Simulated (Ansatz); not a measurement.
GeClH3 (GeH₃Cl). Charge 0, multiplicity 1. Geometry PBE-D4/def2-TZVP.

```xyz
5

Ge    0.123   -0.079   -0.069
Cl   -1.532    0.976    0.864
H     1.291   -0.074    0.939
H     0.481    0.688   -1.360
H    -0.364   -1.511   -0.373
```

The 6-31G sets use Cartesian d functions. LC-ωPBE has ω = 0.4 bohr⁻¹.

Q: Estimate the orbital energies around the gap (eV) in Ansatz with HF/6-31G, HF/def2-TZVP, PBE-D4/def2-SVP, r2SCAN-D4/def2-TZVP, LC-ωPBE/def2-TZVP.

A: 
```csv
orbital,HF/6-31G,HF/def2-TZVP,PBE-D4/def2-SVP,r2SCAN-D4/def2-TZVP,LC-ωPBE/def2-TZVP
HOMO−5,-20.52,-20.09,-13.97,-14.59,-19.33
HOMO−4,-14.29,-14.06,-9.15,-9.67,-13.59
HOMO−3,-14.29,-14.06,-9.11,-9.61,-13.59
HOMO−2,-13.51,-13.73,-9.11,-9.61,-13.31
HOMO−1,-12.02,-12.04,-7.15,-7.74,-11.56
HOMO,-12.02,-12.04,-7.15,-7.74,-11.56
LUMO,2.22,3.00,-1.05,-0.99,1.87
LUMO+1,4.45,3.66,0.13,0.09,2.73
LUMO+2,4.45,4.45,0.79,0.87,3.54
LUMO+3,4.77,4.45,0.79,0.87,3.54
LUMO+4,6.40,7.69,4.45,4.37,6.95
LUMO+5,7.95,7.69,6.76,4.37,6.95
```
